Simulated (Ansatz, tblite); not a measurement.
Isomers of Zn2Br3 (doublet), found by a short tight-binding search and relaxed with PBE-D4/def2-SVP in Ansatz.

The xTB rows come from tblite. Correlated methods freeze 45 core orbitals; core or outer-core shells of Br are correlated, in sets that lack core-valence functions.

Run but left out: HF/STO-3G (A: ⟨S²⟩ 3.70, where a pure state has 0.75).

Other spin states weren't relaxed.

A:

```csv
atom,x (Å),y (Å),z (Å)
Zn1,-0.028,-0.514,2.406
Zn2,0.015,0.173,-0.803
Br3,-1.816,-0.651,0.581
Br4,1.814,0.322,0.829
Br5,0.013,0.670,-3.014
```

B:

Cartesian coordinates in Å:
```
Zn -0.489 -0.260 0.870
Zn 0.751 0.398 -1.335
Br -1.071 1.939 0.183
Br -1.053 -1.746 -0.893
Br 1.863 -0.331 1.175
```

C:

```xyz
5

Zn    0.384    0.269   -0.897
Zn   -0.632   -0.444    1.416
Br    0.417   -2.097   -0.506
Br    1.750    1.401    0.611
Br   -1.920    0.871   -0.624
```

D:

```xyz
5

Zn    0.588   -1.054    0.349
Zn   -0.677    1.055   -0.078
Br    1.442   -2.860    1.417
Br   -1.993    2.869    0.254
Br    0.641   -0.009   -1.942
```

Question: Estimate which lies lowest at each level, and how far above it the others are (kJ/mol).

Answer: 
```tsv
level	A	B	C	D
GFN1-xTB	0.0	15.3	15.1	13.1
GFN2-xTB	2.0	0.0	4.1	85.3
HF/def2-TZVP	0.0	93.7	91.3	68.9
LDA (SPW92)/def2-TZVP	0.0	52.9	53.0	31.0
PBE-D4/def2-SVP	0.0	45.9	46.3	33.4
PBE-D4/def2-TZVP	0.0	57.0	56.3	33.1
r2SCAN-D4/def2-TZVP	0.0	62.6	61.7	37.9
PBE0-D4/def2-SVP	0.0	54.8	55.0	46.5
PBE0-D4/def2-TZVP	0.0	63.8	63.0	43.9
PBE-QIDH/def2-TZVP	0.0	70.8	69.9	50.6
RPA@PBE/def2-TZVP	0.0	71.0	69.5	55.0
MP2/def2-TZVP	0.0	73.8	72.4	55.2
```
Point groups (tolerance 0.1 Å): A C2v, B C3v, C Cs, D C2v. Lower isomers may exist. From def2-SVP to def2-TZVP the PBE0 values move by up to 8.9 kJ/mol, so results in the small set are rough.
